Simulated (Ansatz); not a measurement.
Species: sum formula SiPH₅, net charge 1, doublet state. 
Geometry from a B3LYP-D3(BJ)/def2-TZVP (Ansatz, a first-principles code) optimisation:
```
Si
H 1 1.4686
H 1 1.4686 2 116.77
H 1 1.4748 2 115.83 3 -141.80
P 1 2.3251 2 101.73 4 -108.46
H 5 1.4049 1 119.38 2 52.42
H 5 1.4049 6 106.27 1 -138.66
```
Charge +1, spin multiplicity 2.

Basis-set convergence of Hartree-Fock and CCSD(T) correlation energies (hartree) with Ansatz. Correlated levels leave the core frozen unless marked. Open shells are spin-unrestricted. Spin-orbit coupling is left out. No relativistic terms.

```tsv
basis	functions	E(HF)	E(corr, CCSD(T))
def2-SVPD	88	-632.09560	-0.26288
def2-TZVPPD	181	…	…
```

### Question
What belongs in the gaps?

### Answer

- def2-TZVPPD, E(HF): -632.31366
- def2-TZVPPD, E(corr, CCSD(T)): -0.30918
